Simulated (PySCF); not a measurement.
**Al⁺: excitation energy**

Al⁺ [Ne] 3s2 (1S) → Al⁺ [Ne] 3d2 (3F), as a difference of total energies. Computed with PySCF 2.14 in aug-cc-pV(D+d)Z (5s4p3d, 32 functions), with no relativity, point nucleus. Correlated levels: valence: [Ne] frozen. The calculations carry no spin-orbit coupling.

```csv
method,excitation energy (cm⁻¹)
UHF,194530
MP2 (valence),199970
SCS-MP2 (valence),201200
CCSD (valence),202760
```

The upper state lies above the first ionisation limit, where it may autoionise and the basis confines it.

The promoted electron is Rydberg-like, and one or two diffuse shells describe it only roughly, which tends to raise the upper state.

With two correlated electrons CCSD is exact in that space.
